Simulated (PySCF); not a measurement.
C2H9ClOSi2, SMILES OCC[Si@H]([SiH3])Cl. The structure is a stationary point at PBE-D3(BJ)/def2-SVP. The structure was generated by enumeration; whether it is a known compound was not checked. One conformer was computed; it need not be the lowest.

Problem. Give the equilibrium geometry at PBE-D3(BJ)/def2-SVP (PySCF confirms it by a frequency run) as bond lengths and angles. (Estimate from the structure and the level; the computed values follow.)

Solution. One answer among several that fit: 
Atoms: O1 C2 C3 Si4 Si5 Cl6 H7 H8 H9 H10 H11 H12 H13 H14 H15. Bond lengths (Å): O1–C2 1.418, O1–H7 0.973, C2–C3 1.526, C2–H8 1.119, C2–H9 1.119, C3–Si4 1.903, C3–H10 1.111, C3–H11 1.111, Si4–Si5 2.352, Si4–Cl6 2.097, Si4–H12 1.505, Si5–H13 1.505, Si5–H14 1.506, Si5–H15 1.509. Angles (°): C2–O1–H7 108.3, O1–C2–C3 107.6, O1–C2–H8 111.8, O1–C2–H9 111.8, C3–C2–H8 110.0, C3–C2–H9 109.0, H8–C2–H9 106.7, C2–C3–Si4 112.6, C2–C3–H10 110.7, C2–C3–H11 110.4, Si4–C3–H10 107.2, Si4–C3–H11 108.9, H10–C3–H11 107.0, C3–Si4–Si5 111.0, C3–Si4–Cl6 111.7, C3–Si4–H12 110.1, Si5–Si4–Cl6 104.6, Si5–Si4–H12 110.8, Cl6–Si4–H12 108.5, Si4–Si5–H13 110.8, Si4–Si5–H14 109.4, Si4–Si5–H15 111.0, H13–Si5–H14 108.7, H13–Si5–H15 108.6, H14–Si5–H15 108.2.
